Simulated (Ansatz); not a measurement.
Species: CH6Ge (charge 0, singlet). SMILES: [CH3][GeH3]
Geometry: optimised at B3LYP-D3(BJ)/def2-TZVP (Ansatz, a quantum-chemistry and plane-wave program).

Wanted: vertical triplet-singlet gap (E(triplet) - E(singlet); each state is the SCF solution reached for its spin; the molecule has degenerate orbitals, so one determinant may break the symmetry; for the triplet T1 is 0.057), in eV. Correlated levels leave the core frozen unless marked. Open shells are spin-unrestricted. No spin-orbit coupling. Frozen are the shells of the preceding noble gas and the d and f shells that filled before the atom's block. Non-relativistic. CBS marks a two-point X^-3 extrapolation of the correlation energy; Hartree-Fock from the larger set.

```csv
level,program,vertical triplet-singlet gap (eV)
HF/aug-cc-pVDZ,Ansatz,7.26
HF/def2-QZVPPD,Ansatz,7.30
SVWN5/def2-TZVPD,Ansatz,7.31
B3LYP/def2-TZVPD,Ansatz,7.45
CAM-B3LYP/def2-TZVPD,Ansatz,7.68
wB97M-V/def2-TZVPD,Ansatz,7.83
wB97X-V/def2-TZVPD,Ansatz,7.94
B2PLYP/def2-TZVPD,Ansatz,7.62
MP2/def2-SVPD,Ansatz,8.05
MP2/aug-cc-pVTZ,Ansatz,7.84
"MP2/CBS(aug-cc-pVTZ,aug-cc-pVQZ)",Ansatz,7.91
SCS-MP2/def2-SVPD,Ansatz,8.15
SCS-MP2/aug-cc-pVQZ,Ansatz,7.96
SCS-MP2/def2-QZVPPD,Ansatz,7.99
CCSD/aug-cc-pVDZ,Ansatz,7.60
CCSD/def2-QZVPPD,Ansatz,7.70
"CCSD/CBS(def2-TZVPPD,def2-QZVPPD)",Ansatz,7.75
CCSD(T)/def2-SVPD,Ansatz,7.88
CCSD(T)/aug-cc-pVTZ,Ansatz,7.61
"CCSD(T)/CBS(def2-TZVPPD,def2-QZVPPD)",Ansatz,7.73
"CCSD(T)/CBS(aug-cc-pVTZ,aug-cc-pVQZ)",Ansatz,7.66
```
